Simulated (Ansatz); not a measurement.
Computed with Ansatz on PBE0-D4/def2-TZVP structures; ΔE is electronic, products minus reactants. CBS: MP2 limit from def2 TZ/QZ plus the TZ coupled-cluster correction, frozen cores. This one scheme is used for every species, atoms too. For atomizations the MP2-based limit and the directly extrapolated one differ by several kJ/mol either way, and by 10 to 25 for some Ge, Se and Sn compounds, so smaller differences from it don't rank the levels. Open shells (•) are unrestricted, without spin–orbit coupling. Spin–orbit coupling would lower the free atoms: a little for B, C, O.

Reaction (atomization): `C[O+]1[BH2-][O+](C)[BH2-]1` → 2 B• + 2 C• + 10 H• + 2 O•

```csv
species,CCSD(T)/def2-SVP energy (Eh)
`C[O+]1[BH2-][O+](C)[BH2-]1`,-281.43429
B•,-24.55830
C•,-37.71541
H•,-0.49928
O•,-74.83747
```

**Question.** Work out ΔE.

**Answer.** ΔE = 10 × (-0.49928) + 2 × (-24.55830) + 2 × (-37.71541) + 2 × (-74.83747) − (-281.43429) = 2.21913 Eh = +5826.3 kJ/mol. CCSD(T)/CBS gives +6058.0 kJ/mol.

**Question.** What do rigid-rotor, harmonic-oscillator terms from PBE0-D4/def2-TZVP frequencies (298.15 K, 1 bar) make of the CCSD(T)/CBS value? (Best estimate.)

**Answer.** The calculation gave: ΔZPE = -349.7 kJ/mol, ΔH = +5784.9 kJ/mol, ΔS = 1750 J/(mol·K), ΔG = +5263.1 kJ/mol. Open shells count their whole term as degenerate.

Largest T1 diagnostic among the species: 0.014.

In def2-TZVPP, CCSD(T) changes the Hartree–Fock value by +1383.2 kJ/mol (the triples alone add +74.2 kJ/mol) and MP2 by +1470.5 kJ/mol; breaking electron pairs costs correlation energy, which Hartree–Fock lacks. The D4 term adds +48.0 kJ/mol with B3LYP and +25.4 kJ/mol with PBE0; it sums over pairs of atoms, weighted by their polarisabilities, and B3LYP, whose exchange is more repulsive, gets the larger term.

B3LYP here is the variant with VWN-RPA as its local correlation; programs differ in this.
